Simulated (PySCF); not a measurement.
Isomers of C8H11FO, mass 142.079 u with the commonest isotopes. The calculation used PBE0-D3(BJ)/def2-SVP geometry optimisation, gas phase (PySCF 2.14.0). One conformer each, none proved a minimum here; rigid rotors.

Task: Order these by dipole moment, largest first.
A. `[CH3:1][O:2][C:3]1=[C:4]([F:5])[C@@H:6]2[CH2:7][CH2:8][C@H:9]1[CH2:10]2` with C1–O2–C3–C4 -1°
B. `[CH2:1]=[CH:2][C@@H:3]([F:4])[C@H:5]1[CH2:6][C@@H:7]1[CH2:8][CH:9]=[O:10]` with C1–C2–C3–F4 -3°, C2–C3–C5–C6 91°, C6–C7–C8–C9 93°, C7–C8–C9–O10 5°
C. `C[C@@]12CC[C@@](F)(C1)C(=O)C2`

Result: C (4.18 D), B (2.32 D), A (0.49 D).

Task: Order these by rotational constant B, smallest first.
A. `[CH3:1][O:2][C:3]1=[C:4]([F:5])[C@@H:6]2[CH2:7][CH2:8][C@H:9]1[CH2:10]2` with C1–O2–C3–C4 -1°
B. `C[C@@]12CC[C@@](F)(C1)C(=O)C2`
C. `[CH2:1]=[CH:2][C@@H:3]([F:4])[C@H:5]1[CH2:6][C@@H:7]1[CH2:8][CH:9]=[O:10]` with C1–C2–C3–F4 -3°, C2–C3–C5–C6 91°, C6–C7–C8–C9 93°, C7–C8–C9–O10 5°

Result: C (548.6 MHz), A (1221 MHz), B (1251 MHz).

Task: Order these by rotational constant C, largest first.
A. `C[C@@]12CC[C@@](F)(C1)C(=O)C2`
B. `[CH2:1]=[CH:2][C@@H:3]([F:4])[C@H:5]1[CH2:6][C@@H:7]1[CH2:8][CH:9]=[O:10]` with C1–C2–C3–F4 -3°, C2–C3–C5–C6 91°, C6–C7–C8–C9 93°, C7–C8–C9–O10 5°
C. `[CH3:1][O:2][C:3]1=[C:4]([F:5])[C@@H:6]2[CH2:7][CH2:8][C@H:9]1[CH2:10]2` with C1–O2–C3–C4 -1°

Result: A (1057 MHz), C (987.2 MHz), B (521.0 MHz).

```tsv
SMILES	point group	Ia (u·Å²)	Ib (u·Å²)	Ic (u·Å²)	κ	μa (D)	μb (D)	μc (D)
C[C@@]12CC[C@@](F)(C1)C(=O)C2	C1	232.84	403.99	478.02	-0.65	4.04	1.03	0.23
C=C[C@@H](F)[C@H]1C[C@@H]1CC=O	C1	132.43	921.23	970.01	-0.98	0.48	0.97	2.05
COC1=C(F)[C@@H]2CC[C@H]1C2	C1	231.33	413.78	511.91	-0.61	0.23	0.34	0.26
```
